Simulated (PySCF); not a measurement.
UHF on He (helium, neutral)

Configuration: 1s2, closed-shell 1S. Computed with PySCF 2.14 in Sapporo-DZP-2012 (2s1p, 5 functions), with the spin-free X2C one-electron Hamiltonian (Gaussian nucleus).

```json
{
 "Total energy": "-2.855253 hartree",
 "One-electron energy": "-3.8822 hartree",
 "Hartree (Coulomb) energy": "2.0539 hartree",
 "Exchange energy": "-1.0270 hartree",
 "⟨S²⟩": "0.0000",
 "⟨L²⟩": "0.000",
 "Sum of ⟨r⟩": "1.847 bohr",
 "Sum of ⟨r²⟩": "2.325 bohr²",
 "Langevin diamagnetic susceptibility": "-1.84 ×10⁻⁶ cm³/mol",
 "Time after the integrals": "0.02 s of wall time on 1 thread of Neoverse-V1 (shared host)"
}
```

| shell | electrons | mean orbital energy (hartree) | rms radius, mean of both spins (bohr) |
| --- | --- | --- | --- |
| 1s | 2 | -0.91414 | 1.08 |
